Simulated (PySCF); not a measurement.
**Pb²⁺: ionisation energy**

Pb²⁺ [Xe] 4f14 5d10 6s2 (1S) → Pb³⁺ [Xe] 4f14 5d10 6s1 (2S), as a difference of total energies. Computed with PySCF 2.14 in x2c-QZVPPall (16s10p9d6f1g, 142 functions), with the spin-free X2C one-electron Hamiltonian (Gaussian nucleus). Correlated levels: valence: [Xe] 4f14 5d10 frozen. The calculations carry no spin-orbit coupling.

```csv
method,ionisation energy (eV)
UHF,29.776
MP2 (valence),30.368
SCS-MP2 (valence),30.486
CCSD (valence),30.541
```

With two correlated electrons CCSD is exact in that space.

Question: Which method comes closest to the reference value, and which is furthest?

Answer: The reference is 31.937 eV (measured; NIST Atomic Spectra Database, ionization energies). Closest: CCSD (valence) (error -1.396 eV); furthest: UHF (error -2.161 eV).
